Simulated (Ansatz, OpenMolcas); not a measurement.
# SnTe (SMILES [Sn][Te]): methods side by side

SnTe: 2 atoms, total charge 0, spin state singlet. SMILES: `[Sn][Te]`. The coordinates come from a PBE0-D4/def2-TZVP relaxation.

```tsv
atom	x (Å)	y (Å)	z (Å)
Sn	0.0000	0.0000	0.0094
Te	0.0000	0.0000	2.5273
```

Quantity: the vertical ionisation energy (to the doublet cation), in eV. The values are calculated.

```tsv
level	kind	program	value (eV)	CPU time (all runs)
HF/def2-TZVPPD (core potential)	Hartree–Fock	Ansatz	7.43	43 s
SVWN5/def2-TZVPPD (core potential)	LDA	OpenMolcas	8.92	60 s
revPBE/def2-TZVPPD (core potential)	GGA	Ansatz	8.53	43 s
TPSS/def2-TZVPPD (core potential)	meta-GGA	OpenMolcas	8.61	1.9 min
BHLYP/def2-TZVPPD (core potential)	global hybrid	Ansatz	8.39	80 s
CAM-B3LYP/def2-TZVPPD (core potential)	range-separated hybrid	Ansatz	8.52	68 s
MP2/def2-TZVPPD (core potential)	perturbation theory	Ansatz	8.76	76 s
CCSD/def2-TZVPPD (core potential)	coupled cluster or CI	Ansatz	8.47	2 min
```

Spin-orbit coupling, which can split open shells on such heavy atoms by tenths of an eV, is left out. The values span 7.43 to 8.92 eV. In the correlated wave-function rows the outer d shell of Sn, Te is correlated, in sets not made for it. CPU times are rough (shared hosts, several kinds of processor): they show what a rung costs within a factor of a few.
